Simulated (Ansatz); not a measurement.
Program: Ansatz. Geometries: PBE0-D4/def2-TZVP. ΔE: electronic, gas phase. CCSD(T)/CBS is the MP2 limit (def2-TZVPP, def2-QZVPP) plus CCSD(T) − MP2 in def2-TZVPP, frozen cores. This one scheme is used for every species. Functionals use def2-TZVPP. B3LYP here is the variant with VWN-RPA as its local correlation; programs differ in this. For Zn outer-core shells are correlated without core-valence functions, which leaves a few kJ/mol of doubt a bond. Scalar relativity is left out up to krypton. One conformer a species, not always the lowest.

`[CH3][Zn][F]` + CH₃SH → `C[S][Zn][F]` + CH₄  (ligand exchange at a Zn–C bond)

Q: Is it downhill or uphill in electronic energy at CCSD(T)/CBS, and by how much? (Best estimate.)

A: Ansatz gave: Downhill: ΔE = -90.4 kJ/mol.

Q: What do these levels give: LDA (SPW92), B3LYP-D4, r2SCAN0-D4, CAM-B3LYP-D4, BLYP, r2SCAN, PBE0, r2SCAN0, CAM-B3LYP, CCSD/def2-SVP, CCSD/def2-TZVPP, CCSD/CBS(def2)? (Estimate.)

A: The calculation gave: LDA (SPW92) -76.9, B3LYP-D4 -87.6, r2SCAN0-D4 -91.2, CAM-B3LYP-D4 -84.4, BLYP -82.0, r2SCAN -88.7, PBE0 -86.4, r2SCAN0 -90.6, CAM-B3LYP -82.7, CCSD/def2-SVP -87.5, CCSD/def2-TZVPP -83.5, CCSD/CBS(def2) -91.1 kJ/mol.

Largest T1 diagnostic among the species: 0.016.

Leaving LDA and LC-ωPBE aside and taking each functional with its dispersion term where it has one, the values, not all of them listed here, spread over 9.5 kJ/mol, from BHLYP-D4 to PBE-D4. LDA lies +5.6 kJ/mol from PBE without D4. In def2-TZVPP, CCSD(T) changes the Hartree–Fock value by +18.7 kJ/mol (the triples alone add +0.7 kJ/mol) and MP2 by +18.4 kJ/mol.
